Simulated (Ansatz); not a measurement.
`[BH2][AlH][O][SiH3]` + `[SiH3]BCl` → `[SiH3][SiH2]BCl` + `[BH2][AlH][OH]` at 700 K and 1 bar (formal exchange of groups at the Si–O bond).

Calculated with Ansatz (gas phase, PBE0-D4/def2-TZVP geometries, no zero-point term in ΔE). CCSD(T)/CBS is the MP2 limit (def2-TZVPP, def2-QZVPP) plus CCSD(T) − MP2 in def2-TZVPP, frozen cores. This one scheme is used for every species. One conformer a species, not always the lowest.

| species | CCSD(T)/CBS energy (Eh) | H − E (kJ/mol) | S (J/(mol·K)) |
| --- | --- | --- | --- |
| `[BH2][AlH][O][SiH3]` | -634.71196 | 229.0 | 508.1 |
| `[SiH3]BCl` | -776.06195 | 155.3 | 393.5 |
| `[SiH3][SiH2]BCl` | -1066.34562 | 227.3 | 491.3 |
| `[BH2][AlH][OH]` | -344.39123 | 163.1 | 385.6 |

H − E and S are ideal-gas, rigid-rotor, harmonic terms from PBE0-D4/def2-TZVP, for one conformer and one mirror image of each species. 1 Eh = 2625.50 kJ/mol, R = 8.31446 J/(mol·K).

Q: By hand: ΔE, ΔH, ΔS and ΔG.

A: ΔE = (-1066.34562) + (-344.39123) − (-634.71196) − (-776.06195) = 0.03706 Eh = 97.3 kJ/mol. Δ(H − E) = 227.3 + 163.1 − 229.0 − 155.3 = 6.1, so ΔH = 103.4 kJ/mol. ΔS = 491.3 + 385.6 − 508.1 − 393.5 = -24.7 J/(mol·K). ΔG = 103.4 − 700 × (-24.7)/1000 = 120.7 kJ/mol.

Q: By hand: the equilibrium constant, and the temperature at which ΔG would vanish if ΔH and ΔS stayed fixed.

A: log₁₀ K = −ΔG/(RT ln 10) = -9.0. ΔH and −TΔS have one sign here, so there is no such temperature.

ΔH outweighs TΔS. A doubt of 5 kJ/mol in ΔE shifts log₁₀ K by 0.4 here. Other conformers and mirror images would add mixing entropy, several J/(mol·K) or more a flexible species. Modes under 60 cm⁻¹, often nearly free rotors, make the harmonic entropy too high. These are equilibria of isolated gas molecules and say nothing of rates. Largest T1 diagnostic: 0.014 (customary marks: 0.02 for closed shells, 0.045 for open ones).
